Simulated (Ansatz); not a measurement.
Total energies of Al₇As₇ from Ansatz at PBE-D4/def2-TZVP, gas phase (1 Eh = 27.2114 eV = 2625.5 kJ/mol). The reference geometry is relaxed at PBE-D4/def2-SVP.

```xyz
14

Al   -1.920   -0.664   -0.170
Al    2.269    2.050   -0.759
Al   -0.296    1.901   -1.682
Al   -0.618    1.935    0.990
Al   -1.322   -1.516    2.264
Al    0.974   -0.688    0.079
Al   -0.988   -3.296    0.347
As    0.643    3.700   -0.153
As   -2.513    1.640   -0.641
As   -0.986   -3.852    2.627
As    1.622    0.769   -2.828
As    3.129   -0.189   -0.871
As   -0.380   -2.013   -1.597
As    0.385    0.223    2.395
```

| state | geometry | energy (Eh) |
| --- | --- | --- |
| charge 0 singlet | reference | -17345.46798 |
| charge 1 doublet | reference | -17345.22589 |
| charge -1 doublet | reference | -17345.55856 |
| free Al atom (doublet) | – | -242.22759 |
| free As atom (quartet) | – | -2235.47024 |

Single mean-field runs in def2-TZVP are fitted with def2-universal-jkfit.

(1) Work out the vertical ionisation energy to the doublet.

(2) Work out the vertical electron affinity, to the doublet.

(3) Give the fundamental gap IE − EA, the Mulliken electronegativity (IE + EA)/2 and the hardness (IE − EA)/2.

(4) What is the binding energy per atom against free atoms?

(1) E(charge 1 doublet) − E(charge 0 singlet) = -17345.22589 − (-17345.46798) = 0.24209 Eh = 6.59 eV. For comparison, −ε of the highest occupied level is 4.91 eV at this level, 1.68 eV less.

(2) E(charge 0 singlet) − E(charge -1 doublet) = -17345.46798 − (-17345.55856) = 0.09058 Eh = 2.46 eV. The basis lacks diffuse functions, which makes affinities too small.

(3) From the values in Eh: IE − EA = 0.24209 − 0.09058 = 0.15151 Eh = 4.12 eV; (IE + EA)/2 = 4.53 eV; (IE − EA)/2 = 2.06 eV. The HOMO–LUMO gap of the same run is 0.87 eV, 3.25 eV smaller than the fundamental gap.

(4) Atoms: 7 × (-242.22759) + 7 × (-2235.47024) = -17343.88481 Eh. Binding: -17343.88481 − (-17345.46798) = 1.58317 Eh = 43.08 eV, or 3.08 eV for each of 14 atoms (no zero-point energy, no counterpoise term).
